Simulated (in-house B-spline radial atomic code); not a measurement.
A fraction x of an electron is added to 4s in neutral chromium, starting from [Ar] 3d5 4s1 and keeping the highest spin. All numbers are computed (scalar-relativistic (X2C) r2SCAN, spin-polarised, spherical fractional occupations; Fermi nucleus of rms radius 3.6452 fm) with an all-electron radial atomic-structure program (B-spline basis), not measured.

```
  x  E(x) - E(0) (eV)  4s down level (eV)
  0            0.0000                   -
0.1           -0.1206              -1.297
0.2           -0.2460              -1.183
0.3                 ?                   ?
0.4                 ?                   ?
0.5           -0.4928              -0.413
```

(1) What belongs in the row x = 0.3?

(2) What belongs in the row x = 0.4?

(3) Check Janak's theorem between x = 0.1 and 0.2.

(4) Up to what added charge does this functional bind the extra electron?

Answers

(1) An energy change of -0.3538 eV; 4s down at -0.963 eV.

(2) An energy change of -0.4371 eV; 4s down at -0.698 eV.

(3) The slope of the energy is -1.25 eV; the orbital levels give -1.24 eV (ε of the filling orbital, averaged over the two points).

(4) The highest level rises by about 2.9 eV per electron near x = 0.5 and would reach zero near x = 0.64, so a whole extra electron isn't bound at the basis-set limit.
